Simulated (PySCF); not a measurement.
Be(Cl)(NH2) (BeClH₂N), SMILES [NH2][Be][Cl]. Atoms are numbered in the order given.

```xyz
5

Be     0.0000     0.0000     0.5433
Cl     0.0000     0.0000    -1.2761
N      0.0000     0.0000     2.0408
H      0.0000    -0.8247     2.6173
H      0.0000     0.8247     2.6173
```

Coordinates come from a PBE0-D3(BJ)/def2-TZVP optimisation. One conformer was computed; it need not be the lowest.

The numbers are results of PySCF with B3LYP/pcJ-1, not measurements.

Isotropic couplings with Fermi-contact, spin-dipole and both spin-orbit terms, one fixed conformer, no vibrational averaging. Isotopes: 14N, 1H.

Computed spin–spin coupling constants:
```
pair   bonds apart  J (Hz)
-----  -----------  ------
N3–H4            1    56.7
N3–H5            1    56.7
H4–H5            2   -10.4
```
